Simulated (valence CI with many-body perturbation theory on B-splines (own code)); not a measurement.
**Forbidden lines of Mn¹⁹⁺**

Method: configuration interaction combined with many-body perturbation theory (CI+MBPT): four valence electrons over a frozen Dirac-Fock core [He], a basis of 11 s, 11 p, 9 d, 7 f, 5 g, 2 h, 1 i functions for each j, with the one-electron correlation potential Σ1 (screened to all orders), the two-electron term Σ2, the three-electron term Σ3, Breit, model QED; selected single and double excitations, second order for the rest (own B-spline code, finite nucleus).

No measured spectrum was set against this ion. As an estimate, levels of excited configurations hold to 0.05 to 0.15 % of their energy, terms of the ground configuration to about 0.5 %.

Lines 1 to 24 of 24 in falling wavelength, among levels below 7965.6 × 10³ cm⁻¹, chosen from the decays that carry over 1 % of a level's rate. Wavelengths and rates use the calculated energies, so an error of 500 cm⁻¹ moves a line at 87.97 nm by 0.44 % and its rate by three times that or more. Electric multipoles are in the length gauge, E1 and E2 with the static RPA response of the core. Weak lines are less certain than strong ones. Lines between different terms over intervals too small for the method are left out, as are lines whose strength nearly cancels. The highest levels of a list are the least certain.

Names give the largest LS component (configuration and term), which can be under half, so a name can repeat, a term be missing and a line seem to break the LS rules; names also repeat where a configuration has a term twice. Letters in brackets count levels of one name in rising energy.

| λ vac (nm) | Upper | Lower | Type | A (s⁻¹) | Branch % |
| --- | --- | --- | --- | --- | --- |
| 255.7 | 2s2 2p2 3P_2 | 2s2 2p2 3P_1 | M1 | 6.47e+02 | 99.9 |
| 167.4 | 2s2 2p2 3P_1 | 2s2 2p2 3P_0 | M1 | 3.52e+03 | 100.0 |
| 87.97 | 2s2 2p2 1D_2 | 2s2 2p2 3P_2 | M1 | 9.60e+03 | 49.8 |
| 65.45 | 2s2 2p2 1D_2 | 2s2 2p2 3P_1 | M1 | 9.67e+03 | 50.2 |
| 36.53 | 2s2 2p2 1S_0 | 2s2 2p2 3P_1 | M1 | 9.15e+04 | 99.9 |
| 1.513 | 2s2 2p 3d 3F°_4 | 2s 2p3 3P°_2 | E2 | 4.57e+07 | 3.3 |
| 1.445 | 2s 2p2 3p 5D°_4 | 2s 2p3 3D°_3 | E2 | 4.56e+07 | 1.3 |
| 1.440 | 2s2 2p 3p 3D_1 | 2s2 2p2 1D_2 | E2 | 4.31e+08 | 1.1 |
| 1.419 | 2s 2p2 3p 3F°_4 | 2s 2p3 3P°_2 | E2 | 3.79e+08 | 4.2 |
| 1.417 | 2s2 2p 3p 3D_1 | 2s2 2p2 3P_2 | E2 | 1.07e+09 | 2.6 |
| 1.416 | 2s2 2p 3p 3P_1 [b] | 2s2 2p2 1D_2 | E2 | 2.11e+09 | 1.3 |
| 1.409 | 2s2 2p 3p 3D_1 | 2s2 2p2 3P_1 | E2 | 1.11e+09 | 2.7 |
| 1.407 | 2s2 2p 3p 3D_2 | 2s2 2p2 3P_2 | E2 | 8.84e+08 | 1.5 |
| 1.406 | 2s 2p2 3p 5D°_0 | 2s 2p3 5S°_2 | E2 | 1.60e+09 | 8.6 |
| 1.400 | 2s 2p2 3p 5D°_2 | 2s 2p3 5S°_2 | E2 | 1.31e+09 | 13.5 |
| 1.394 | 2s 2p2 3p 3F°_4 | 2s 2p3 3D°_3 | E2 | 1.31e+09 | 14.6 |
| 1.392 | 2s 2p2 3p 5D°_3 | 2s 2p3 5S°_2 | E2 | 1.44e+09 | 9.5 |
| 1.392 | 2s2 2p 3p 3D_3 | 2s2 2p2 3P_2 | E2 | 1.21e+09 | 2.6 |
| 1.390 | 2s 2p2 3p 3F°_4 | 2s 2p3 3D°_2 | E2 | 7.06e+08 | 7.9 |
| 1.387 | 2s2 2p 3p 3D_2 | 2s2 2p2 3P_0 | E2 | 9.74e+08 | 1.7 |
| 1.385 | 2s 2p2 3p 5D°_4 | 2s 2p3 5S°_2 | E2 | 1.64e+09 | 45.2 |
| 1.384 | 2s2 2p 3p 3D_3 | 2s2 2p2 3P_1 | E2 | 7.66e+08 | 1.7 |
| 1.308 | 2s 2p2 3d 5D_4 | 2s2 2p2 1D_2 | E2 | 2.19e+07 | 1.2 |
| 1.289 | 2s 2p2 3d 5D_4 | 2s2 2p2 3P_2 | E2 | 2.49e+08 | 13.6 |
